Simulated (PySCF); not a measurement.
**Relaxation of singlet TeF2**

All numbers come from PBE0 in PySCF with Te x2c-TZVPall, F x2c-TZVPall; spin-free X2C, no spin–orbit coupling; density-fitted integrals. A (50,194) grid was used.

A hand-made bent start, of C2v symmetry, held to at least that symmetry:

```xyz
3
charge 0 multiplicity 1, angstrom
Te    0.0000    0.0000   -0.2596
F     1.6383    0.0000    0.8876
F    -1.6383    0.0000    0.8876
```

What forces act on the atoms at the start (eV/Å)?


| atom | Fx | Fy | Fz |
| --- | --- | --- | --- |
| Te1 | 0.00 | 0.00 | 1.47 |
| F2 | -1.79 | 0.00 | -0.77 |
| F3 | 1.79 | 0.00 | -0.77 |

What does it relax to?

It ends at C2v with Te–F 1.894 Å (×2); F–Te–F 94.3° (after a last refinement on a finer grid). A frequency run shows a minimum.

How much energy is released, and in how many steps?

34.6 kJ/mol in 5 steps.
